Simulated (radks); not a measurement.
Results of a calculation; reference values are marked as such.
All-electron atom: Sm XXIX in [Ar] 3d9 4s2 4p4 4d1 (not the ground configuration). Code: a radial shooting solver on a logarithmic mesh with Libxc functionals. Model: scalar-relativistic Kohn-Sham, PBE, spin-polarised, spherical densities, point nucleus; open shells are filled with parallel spins first (spin-orbit coupling, left out, can overturn this in heavy ions).

Local quantities along the radius. ELF = 1/(1 + alpha^2) is the electron localisation function; alpha = (tau - tau_W)/tau_unif compares the Pauli kinetic energy density with that of the uniform gas (summed over spins). tau is taken from the large components.

```
   r/bohr * ELF (the largest magnitude, 0.999, reaches the edge; | marks zero)
0.0009127 |                                                      *
  0.00117 |                                                      *
 0.001487 |                                                      *
  0.00189 |                                                      *
 0.002422 |                                                      *
 0.003079 |                                                      *
 0.003946 |                                                      *
 0.005016 |                                                      *
 0.006428 |                                                      *
 0.008171 |                                                      *
  0.01039 |                                                     *
  0.01331 |                                                    *
  0.01692 |                                               *
  0.02169 |                                   *
  0.02757 |                     *
  0.03505 |                 *
  0.04491 |                         *
  0.05709 |                                     *
  0.07316 |                                        *
    0.093 |                                *
   0.1182 |                 *
   0.1515 |                     *
   0.1926 |                                     *
   0.2468 |                                        *
   0.3138 |                       *
   0.4021 |           *
   0.5111 |                                   *
   0.6498 |                                           *
   0.8327 |                           *
    1.059 |  *
    1.356 *
```

On this mesh the ELF has minima near r = 0.035, 0.13, 0.40 bohr, which separate the shells, and maxima near 0.073 (0.75), 0.22 (0.76), 0.65 (0.80).
